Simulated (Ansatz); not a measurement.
A nudged elastic band was laid between two geometries of C₂H₈N₂OSi (14 atoms, charge 0, multiplicity 1).

Level of theory: Ansatz 0.2.0, RKS PBE0-D4/def2-SVP.

- movable images: 7
- climbing image: yes
- spring: 5.0 eV/Å²
- optimiser: quadratic models (default)
- start path: through a guess of the saddle point
- force threshold: 0.05 eV/Å
- iteration limit: 60
- end points: relaxed

First end point:

```xyz
14
Properties=species:S:1:pos:R:3
C -0.622 -1.974 0.293
N -0.128 -0.840 0.544
C 0.650 -0.142 -0.461
N 0.366 -0.541 -1.799
O 0.436 1.228 -0.250
Si -0.191 1.788 1.212
H -0.484 -2.473 -0.682
H -1.211 -2.481 1.070
H 1.714 -0.373 -0.255
H 1.075 -0.182 -2.433
H -0.526 -0.139 -2.087
H -1.631 1.456 1.421
H -0.082 3.270 1.062
H 0.620 1.372 2.394
```

Last end point:

```xyz
14
Properties=species:S:1:pos:R:3
C -0.570 -2.474 -0.129
N -0.659 -1.186 0.184
C 0.011 -0.106 -0.250
N 0.773 -0.250 -1.400
O -0.672 1.094 0.005
Si 0.196 2.145 0.984
H 0.169 -2.771 -0.868
H -1.129 -3.184 0.475
H -1.357 -0.939 0.883
H 1.644 0.273 -1.393
H 0.259 -0.036 -2.260
H 0.334 1.592 2.365
H -0.570 3.424 1.017
H 1.558 2.389 0.416
```

Question: What changes between the two ends?

Answer: Bonds broken: C3–H9. Bonds formed: N2–H9.

Question: What energy profile does the band end with?

Answer: The run ended unconverged. The highest image is number 5 of 0 to 8, 2.82 eV above the first end and 1.34 eV above the last; the last end lies 1.48 eV above the first. The band didn't meet its force threshold, so its energies are provisional: the largest band force was still 0.08 eV/Å, and over the last iterations the top stayed at 2.82 eV. Neighbouring images lie up to 3.3 Å apart, so the band is torn or far too coarse. Inner images lie below an end point, which means an intermediate or an end that isn't the lowest structure nearby. The orbitals stay closed-shell, which can raise the energy where a bond breaks towards radicals; this wasn't checked here.

```
image  path coordinate (Å)  energy (eV)  C3–H9 (Å)  N2–H9 (Å)
    0                 0.00         0.00       1.11       2.06
    1                 0.54         0.02       1.11       2.06
    2                 1.08         0.10       1.11       2.05
    3                 1.62         0.31       1.11       1.97
    4                 2.16         1.14       1.17       1.68
    5                 2.70         2.82       1.51       1.22
    6                 6.03        -0.73       2.02       1.01
    7                 9.36        -0.67       2.01       1.01
    8                12.69         1.48       1.96       1.02
```

Run time: 13 min on 2 threads of AMD EPYC 9R45 96-Core Processor (Zen 5), with other jobs on the host, peak memory 0.37 GiB.
